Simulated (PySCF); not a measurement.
C₈H₁₀OSi, SMILES C=Cc1ccc(O[SiH3])cc1, GFN2-xTB optimised geometry.

```
20

C     -3.85    -0.98    -0.04
C     -3.02     0.05     0.00
C     -1.56     0.00     0.00
C     -0.84     1.20     0.00
C      0.54     1.21     0.00
C      1.24     0.01     0.00
O      2.59     0.06     0.00
Si     3.77    -1.06    -0.01
C      0.54    -1.19     0.00
C     -0.84    -1.19     0.00
H     -4.92    -0.83    -0.04
H     -3.52    -2.00    -0.08
H     -3.43     1.06     0.03
H     -1.38     2.14     0.00
H      1.09     2.14     0.00
H      3.69    -1.91     1.18
H      3.69    -1.90    -1.20
H      4.92    -0.17    -0.01
H      1.09    -2.12     0.00
H     -1.36    -2.14     0.00
```

Density from PBE/def2-SVP run with PySCF 2.14.0 at that geometry.

Minimum of the electron density along straight lines between bonded atoms, close to the bond critical point (lines longer than 1.1 times the sum of covalent radii, or with two minima, are not listed):

```json
[
 {"bond": "C1–C2", "length / Å": "1.328", "ρ at the minimum / e bohr⁻³": "0.339", "∇²ρ there / e bohr⁻⁵": "-0.88", "position (fraction from the first atom)": "0.50"},
 {"bond": "C2–C3", "length / Å": "1.457", "ρ at the minimum / e bohr⁻³": "0.272", "∇²ρ there / e bohr⁻⁵": "-0.63", "position (fraction from the first atom)": "0.50"},
 {"bond": "C3–C4", "length / Å": "1.397", "ρ at the minimum / e bohr⁻³": "0.303", "∇²ρ there / e bohr⁻⁵": "-0.74", "position (fraction from the first atom)": "0.50"},
 {"bond": "C4–C5", "length / Å": "1.378", "ρ at the minimum / e bohr⁻³": "0.311", "∇²ρ there / e bohr⁻⁵": "-0.77", "position (fraction from the first atom)": "0.50"},
 {"bond": "C5–C6", "length / Å": "1.393", "ρ at the minimum / e bohr⁻³": "0.309", "∇²ρ there / e bohr⁻⁵": "-0.77", "position (fraction from the first atom)": "0.49"},
 {"bond": "C6–O7", "length / Å": "1.347", "ρ at the minimum / e bohr⁻³": "0.284", "∇²ρ there / e bohr⁻⁵": "-0.16", "position (fraction from the first atom)": "0.33"},
 {"bond": "O7–Si8", "length / Å": "1.625", "ρ at the minimum / e bohr⁻³": "0.126", "∇²ρ there / e bohr⁻⁵": "1.06", "position (fraction from the first atom)": "0.59"},
 {"bond": "C6–C9", "length / Å": "1.391", "ρ at the minimum / e bohr⁻³": "0.309", "∇²ρ there / e bohr⁻⁵": "-0.77", "position (fraction from the first atom)": "0.51"},
 {"bond": "C3–C10", "length / Å": "1.396", "ρ at the minimum / e bohr⁻³": "0.303", "∇²ρ there / e bohr⁻⁵": "-0.73", "position (fraction from the first atom)": "0.50"},
 {"bond": "C9–C10", "length / Å": "1.379", "ρ at the minimum / e bohr⁻³": "0.310", "∇²ρ there / e bohr⁻⁵": "-0.76", "position (fraction from the first atom)": "0.50"},
 {"bond": "C1–H11", "length / Å": "1.076", "ρ at the minimum / e bohr⁻³": "0.280", "∇²ρ there / e bohr⁻⁵": "-1.05", "position (fraction from the first atom)": "0.63"},
 {"bond": "C1–H12", "length / Å": "1.076", "ρ at the minimum / e bohr⁻³": "0.280", "∇²ρ there / e bohr⁻⁵": "-1.05", "position (fraction from the first atom)": "0.63"},
 {"bond": "C2–H13", "length / Å": "1.084", "ρ at the minimum / e bohr⁻³": "0.279", "∇²ρ there / e bohr⁻⁵": "-1.04", "position (fraction from the first atom)": "0.63"},
 {"bond": "C4–H14", "length / Å": "1.081", "ρ at the minimum / e bohr⁻³": "0.281", "∇²ρ there / e bohr⁻⁵": "-1.04", "position (fraction from the first atom)": "0.63"},
 {"bond": "C5–H15", "length / Å": "1.079", "ρ at the minimum / e bohr⁻³": "0.280", "∇²ρ there / e bohr⁻⁵": "-1.05", "position (fraction from the first atom)": "0.63"},
 {"bond": "Si8–H16", "length / Å": "1.465", "ρ at the minimum / e bohr⁻³": "0.118", "∇²ρ there / e bohr⁻⁵": "0.31", "position (fraction from the first atom)": "0.49"},
 {"bond": "Si8–H17", "length / Å": "1.465", "ρ at the minimum / e bohr⁻³": "0.118", "∇²ρ there / e bohr⁻⁵": "0.31", "position (fraction from the first atom)": "0.49"},
 {"bond": "Si8–H18", "length / Å": "1.453", "ρ at the minimum / e bohr⁻³": "0.121", "∇²ρ there / e bohr⁻⁵": "0.32", "position (fraction from the first atom)": "0.49"},
 {"bond": "C9–H19", "length / Å": "1.080", "ρ at the minimum / e bohr⁻³": "0.279", "∇²ρ there / e bohr⁻⁵": "-1.03", "position (fraction from the first atom)": "0.63"},
 {"bond": "C10–H20", "length / Å": "1.079", "ρ at the minimum / e bohr⁻³": "0.282", "∇²ρ there / e bohr⁻⁵": "-1.06", "position (fraction from the first atom)": "0.63"}
]
```
